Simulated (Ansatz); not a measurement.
Reaction (ligand exchange at the Si–F bond): `F[SiH2][O][GeH3]` + NH₃ → `N[SiH2][O][GeH3]` + H–F

Program: Ansatz. Geometries: PBE0-D4/def2-TZVP. ΔE: electronic, gas phase. CCSD(T)/CBS adds triple-zeta CCSD(T) − MP2 to the extrapolated MP2 energy (def2 sets, frozen cores). This one scheme is used for every species. DFT in def2-TZVPP. B3LYP here is the variant with VWN-RPA as its local correlation; programs differ in this. For Ge outer-core shells are correlated without core-valence functions, which leaves a few kJ/mol of doubt a bond. Scalar relativity is left out up to krypton. Each species was taken in one conformer, which may not be the lowest.

| level | ΔE (kJ/mol) |
| --- | --- |
| PBE-D4 | 87.1 |
| r2SCAN-D4 | 95.3 |
| B3LYP | 99.7 |
| HF/CBS(def2) | 108.7 |

**Question.** What does CCSD(T)/CBS give? (Best estimate.)

**Answer.** The calculation gave: +91.2 kJ/mol. The listed levels differ from it by -4.1, 4.1, 8.5, 17.5 kJ/mol.

Largest T1 diagnostic among the species: 0.012.

In def2-TZVPP, CCSD(T) changes the Hartree–Fock value by −14.9 kJ/mol (the triples alone add −2.1 kJ/mol) and MP2 by −16.8 kJ/mol. The D4 term adds −5.1 kJ/mol with B3LYP and −2.8 kJ/mol with PBE0; it sums over pairs of atoms, weighted by their polarisabilities, and B3LYP, whose exchange is more repulsive, gets the larger term.
